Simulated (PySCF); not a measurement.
Species: C6H6O3 (charge +1 and doublet state).
Z-matrix (Å and degrees, GFN2-xTB geometry), rows numbered from 1:
```
O 
C   1  1.2010
C   2  1.4713  1  122.55
C   3  1.3425  2  121.48  1   179.19
C   4  1.5420  3  123.88  2   178.99
O   5  1.3684  4  114.63  3    15.81
O   4  1.3318  3  123.78  2     0.46
C   7  1.3303  4  117.75  3     0.69
C   8  1.3425  7  124.45  4    -0.89
H   3  1.0796  2  115.64  1    -1.91
H   5  1.0981  4  106.49  3   142.83
H   5  1.1017  4  104.96  3  -101.65
H   6  0.9680  5  113.44  4    93.03
H   8  1.0848  7  112.60  4   179.43
H   9  1.0798  2  116.15  1     0.53
```

The hyperfine couplings belong to this conformer and change with its torsions.

As a line formula: `C1(=O)[CH+][CH]OC(=C1)CO` [radical] (charge +1).

Computed with UKS B3LYP, pcH-1 on C H O, non-relativistic, mean-field spin-orbit, GIAO (PySCF). Geometry: GFN2-xTB, one conformer, isolated ion. The geometry wasn't refined by DFT: couplings that depend on bond lengths, twists or pyramidal angles can differ widely from those at the functional's own minimum, by a factor of two or more for some ions and for spin on atoms past the first row. The SCF solution wasn't tested for stability.

**Question.** Match the computed a_iso(17O) values -43.0, -4.0 MHz with the sites O1; O6.

**Answer.** 
| site | a_iso (MHz) | ρ(0) (bohr⁻³) | position | distance from O1 (Å) | spin population | largest \|T\| (MHz) |
| --- | --- | --- | --- | --- | --- | --- |
| O1 | -43.0 | +0.0709 | largest spin population | 0.00 | +0.76 | 227.3 |
| O6 | -4.0 | +0.0066 | 5 bonds from O1 | 5.10 | +0.04 | 11.9 |

ρ(0) is the spin density at the nucleus and T the dipolar tensor; entries for several nuclei are means. The largest Mulliken spin populations are on O1 (+0.76), C3 (+0.12) and C9 (+0.11). O1 is the only atom above +0.15.

Nuclei that the bonding pattern makes equivalent are averaged, as if the motion that swaps them (rotation, inversion, ring flip) were fast.

C8, the radical centre as drawn in `O=C1C=C(CO)O[CH][CH+]1`, holds a spin population of -0.01 out of 1.
